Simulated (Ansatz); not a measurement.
`[CH3][GaH][B]1CC1` and `[AlH2][O]B1CC1` differ in one atom or group.

Ansatz, PBE0-D4/def2-TZVP geometries, multiplicity 1. Each molecule was computed in one conformer, which needn't be the lowest.

Scalar relativity is left out up to krypton.

| property | `[CH3][GaH][B]1CC1` |
| --- | --- |
| HOMO energy (ωB97M-V/def2-TZVPP) / eV | -9.25 |
| size of the dipole moment (PBE/def2-TZVPP) / D | 0.84 |
| HOMO–LUMO gap (ωB97M-V/def2-TZVPP) / eV | 9.75 |
| size of the dipole moment (B3LYP/def2-TZVPP) / D | 0.77 |
| HOMO energy (PBE/def2-TZVPP) / eV | -5.96 |
| HOMO energy (B3LYP/def2-TZVPP) / eV | -6.90 |

**Question.** Give the same properties after the change, and the shifts. (Best estimate.)

**Answer.** Computed: 
```json
{"property": "HOMO energy (ωB97M-V/def2-TZVPP) / eV", "`[AlH2][O]B1CC1`": "-8.81", "shift": "0.44"}
{"property": "size of the dipole moment (PBE/def2-TZVPP) / D", "`[AlH2][O]B1CC1`": "0.74", "shift": "-0.10"}
{"property": "HOMO–LUMO gap (ωB97M-V/def2-TZVPP) / eV", "`[AlH2][O]B1CC1`": "9.14", "shift": "-0.61"}
{"property": "size of the dipole moment (B3LYP/def2-TZVPP) / D", "`[AlH2][O]B1CC1`": "0.91", "shift": "0.14"}
{"property": "HOMO energy (PBE/def2-TZVPP) / eV", "`[AlH2][O]B1CC1`": "-5.30", "shift": "0.66"}
{"property": "HOMO energy (B3LYP/def2-TZVPP) / eV", "`[AlH2][O]B1CC1`": "-6.35", "shift": "0.55"}
```

With PBE0 the HOMO rises by 0.57 eV and the LUMO rises by 0.21 eV, so the gap narrows by about 0.36 eV. PBE moves the HOMO by 0.66 eV and ωB97M-V by 0.44 eV. Dipoles are sizes alone; their direction can turn.

B3LYP here is the variant with VWN-RPA as its local correlation; programs differ in this.
